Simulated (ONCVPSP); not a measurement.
## Scattering properties, ONCV potential for sulfur

S (Z = 16), optimised norm-conserving Vanderbilt (ONCV), made with ONCVPSP 4.0.1 (PW91, scalar-relativistic). Core [Ne], reference 3s2 3p4. Waves: 3s: rc 1.55 bohr, ncon 4, nbas 9, qcut 3.6 1/bohr, 1 projector; 3p: rc 1.70 bohr, ncon 4, nbas 8, qcut 5.1 1/bohr, 2 projectors, debl 0.4 Ha; d scattering state at 0.06 Ha: rc 1.50 bohr, ncon 3, nbas 7, qcut 5.5 1/bohr, 2 projectors, debl 0.5 Ha. Local part: polynomial inside 1.30 bohr (lpopt 5, dvloc0 6 Ha). Core correction: Teter function, fcfact 3.25, rcfact 1.

The phase is arctan(r·R′/R) of the radial function R(r), unwrapped; energies in Ha, scanned from -2 to 5 Ha. A pole is an energy at which the radial function vanishes at the test radius. The pseudo phase is shifted by a multiple of π to meet the all-electron one at the reference energy, and phase errors are pseudo minus all-electron; the curves can meet again beyond the range given. Levels narrower than the energy grid can be missing from the lists of poles.

Task: For each channel, where are the poles, and over which energies does the pseudopotential scatter like the atom?

Result:

| channel | radius (bohr) | reference energy (Ha) | poles, all-electron | poles, pseudo | unbroken range about the reference energy with phases within 0.05 rad | phase error 1 Ha above the reference energy (rad) |
| --- | --- | --- | --- | --- | --- | --- |
| s | 1.57 | -0.64 | 1.73 | 1.42 | below 1.7 | -0.009 |
| p | 1.72 | -0.26 | 1.58 | 1.58 | below 3.7 | -0.000 |
| d | 1.52 | 0.06 | 2.76 | 2.76 | the whole range | -0.000 |

Phases in the d channel:

| E (Ha) | all-electron | pseudo |
| --- | --- | --- |
| -1.98 | 1.105 | 1.105 |
| -1.80 | 1.075 | 1.075 |
| -1.62 | 1.041 | 1.041 |
| -1.44 | 1.001 | 1.001 |
| -1.26 | 0.952 | 0.952 |
| -1.08 | 0.893 | 0.893 |
| -0.90 | 0.820 | 0.820 |
| -0.72 | 0.727 | 0.727 |
| -0.54 | 0.609 | 0.608 |
| -0.36 | 0.456 | 0.456 |
| -0.18 | 0.263 | 0.262 |
| 0.00 | 0.029 | 0.028 |
| 0.18 | -0.229 | -0.230 |
| 0.36 | -0.481 | -0.481 |
| 0.54 | -0.700 | -0.701 |
| 0.72 | -0.878 | -0.878 |
| 0.90 | -1.017 | -1.018 |
| 1.08 | -1.126 | -1.127 |
| 1.26 | -1.213 | -1.213 |
| 1.44 | -1.283 | -1.283 |
| 1.62 | -1.341 | -1.341 |
| 1.80 | -1.390 | -1.390 |
| 1.98 | -1.432 | -1.432 |
| 2.16 | -1.469 | -1.469 |
| 2.34 | -1.502 | -1.502 |
| 2.52 | -1.533 | -1.532 |
| 2.70 | -1.561 | -1.561 |
| 2.88 | -1.588 | -1.588 |
| 3.06 | -1.615 | -1.615 |
| 3.24 | -1.641 | -1.641 |
| 3.42 | -1.669 | -1.668 |
| 3.60 | -1.697 | -1.696 |
| 3.78 | -1.727 | -1.725 |
| 3.96 | -1.760 | -1.758 |
| 4.14 | -1.796 | -1.794 |
| 4.32 | -1.839 | -1.835 |
| 4.50 | -1.890 | -1.884 |
| 4.68 | -1.952 | -1.943 |
| 4.86 | -2.032 | -2.018 |
